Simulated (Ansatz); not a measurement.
The cluster Si5Mo2⁺, relaxed as a doublet with UKS r2SCAN-D4/def2-SVP in Ansatz, starting from the GFN1-xTB geometry. Force threshold 0.02 eV/Å.

In the def2 sets Mo takes a core potential; there is no spin–orbit coupling. The charge 1 doublet is spin-contaminated (final ⟨S²⟩ up to 0.88, 0.75 for a pure state). The relaxation made no stability test and no search for a lower SCF solution. No other spin state of charge 1 was run. The structure comes from a short search, and lower isomers may exist.

Start:

```xyz
7

Mo    1.724   -1.357    0.217
Mo    1.232   -0.191   -1.877
Si   -1.221   -0.599   -1.327
Si   -0.541   -0.697    1.262
Si    1.470    0.847    1.465
Si   -2.445    0.530    0.442
Si   -0.220    1.466   -0.182
```

Task: Estimate the energy that the relaxation releases and the steps that it takes.

Result: 144.3 kJ/mol, in 9 steps; 2.1 min on 4 threads of Arm Neoverse V2 on a shared host. No frequencies were taken in this run, so the end may be a saddle point.

Task: Does the start keep its bonding?

Result: Bonds formed: Mo1–Si3, Mo1–Si7 (atoms count from 1).

Task: Predict the relaxed structure.

Result: 
Cartesian coordinates in Å:
```
Mo 1.412 -1.095 -0.006
Mo 1.197 -0.108 -1.930
Si -0.986 -0.764 -1.132
Si -0.623 -0.705 1.379
Si 1.434 0.789 1.532
Si -2.345 0.579 0.374
Si -0.089 1.304 -0.216
```
Bond lengths (bridged metal pairs left out): 8 × Si–Si 2.37 to 2.62 Å; 6 × Mo–Si 2.41 to 2.84 Å; 1 × Mo–Mo 2.17 Å.
